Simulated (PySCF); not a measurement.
C6H9OSi (doublet state).
Geometry (GFN2-xTB, Å), atoms numbered from 1 in this order:
```
atom  x, y, z in Å
C1     2.7505    1.4809    0.2247
C2     1.8405    0.7955   -0.1457
C3     0.7156   -0.0064   -0.5599
Si4    0.6404   -1.6876    0.3581
C5    -0.6280    0.5560   -0.0302
C6    -1.7670    0.3207   -1.0063
C7    -0.8160   -0.2641    1.2567
O8    -1.8817   -0.8142    1.5889
H9     3.5515    2.0858    0.5284
H10    0.7187   -0.0725   -1.6516
H11   -0.0418   -2.7705   -0.3343
H12    1.7428   -2.0753    1.2236
H13   -0.5560    1.6225    0.2097
H14   -2.7110    0.5797   -0.5328
H15   -1.8124   -0.7300   -1.2881
H16   -1.6428    0.9255   -1.9027
H17   -0.1103    0.0660    2.0515
```

The hyperfine couplings belong to this conformer and change with its torsions.

Identity: `C#C[C@@H]([SiH2])[C@@H](C)C=O` [radical].

Computed, not measured: PySCF, UKS B3LYP, pcH-1 on C H O Si, non-relativistic, mean-field spin-orbit, GIAO. Isolated species at its GFN2-xTB geometry (one conformer only). Couplings are sensitive to structure, and on GFN2-xTB geometries they can be far from those on DFT ones, by a factor of two or more for some ions and for spin on atoms past the first row. The SCF solution wasn't tested for stability.

Principal values of hyperfine tensors in MHz (contact, dipolar and spin–orbit terms together), for some of the nuclei:

| atom | isotope | A1 | A2 | A3 |
| --- | --- | --- | --- | --- |
| Si4 | 29Si | -392.32 | -215.08 | -214.58 |
| O8 | 17O | -187.67 | 35.62 | 36.25 |
| C7 | 13C | -42.23 | -31.76 | -30.01 |
| H13 | 1H | 21.22 | 21.83 | 26.36 |
| H10 | 1H | 14.45 | 15.73 | 19.41 |
| C5 | 13C | 11.64 | 12.38 | 18.04 |
| C3 | 13C | 8.87 | 9.12 | 15.48 |
| H12 | 1H | 1.11 | 8.11 | 15.22 |

**Question.** Split each tensor into its isotropic and traceless parts, and turn a_iso into mT with g = 2.0067.

**Answer.** a_iso is a third of the trace, T = A − a_iso, and a(mT) = a(MHz)/(g × 13.996). The tensors hold a spin–orbit part: the run splits a_iso into a_FC + a_SO, and T includes its anisotropic share.

```csv
atom,a_iso (MHz),a_FC,a_SO,a_iso (mT),T1,T2,T3
Si4,-273.99,-274.66,0.67,-9.756,-118.32,58.91,59.41
O8,-38.60,-37.73,-0.87,-1.374,-149.07,74.22,74.85
C7,-34.67,-34.79,0.12,-1.234,-7.56,2.91,4.66
H13,23.13,23.13,0.00,0.824,-1.92,-1.31,3.22
H10,16.53,16.52,0.00,0.589,-2.08,-0.80,2.88
C5,14.02,13.99,0.03,0.499,-2.38,-1.64,4.02
C3,11.16,11.13,0.02,0.397,-2.28,-2.04,4.32
H12,8.15,8.13,0.01,0.290,-7.03,-0.04,7.07
```

**Question.** What spin density at the nucleus of O8 lies behind its contact coupling (g_N = -0.75752)?

**Answer.** a_FC = (2μ0/3) gₑ μB g_N μN ρ(0)/(2S·h) = 800.24 MHz × g_N × ρ(0)/(2S), with ρ in bohr⁻³. With a_FC = -37.73 MHz and 2S = 1, ρ(0) = 0.06224 bohr⁻³. The nuclear moment is negative, so coupling and spin density have opposite signs.

**Question.** H17 (1H, g_N = 5.58569) isn't in the table. Its spin density at the nucleus is 0.02126 bohr⁻³. What is its contact coupling?

**Answer.** By the same relation, a_FC = 95.0 MHz. Its full tensor has the principal values 89.67, 94.68, 100.82 MHz.

**Question.** Name the largest traceless tensor T of the table and describe it.

**Answer.** O8: -149.1, 74.2, 74.9 MHz (the dipolar term alone has -150.0, 74.1, 75.9), axial, in the ratio +1:+1:−2, the form that spin in one p orbital centred on that nucleus gives (the nuclear moment is negative).

**Question.** What first-order splitting does C7 cause when the field lies along A1, A2 or A3 of its tensor (g taken as isotropic, no quadrupole term)?

**Answer.** 2 lines (I = 1/2), spaced by |A_i|/(g × 13.996): 1.50, 1.13, 1.07 mT along the axes of A1, A2 and A3.
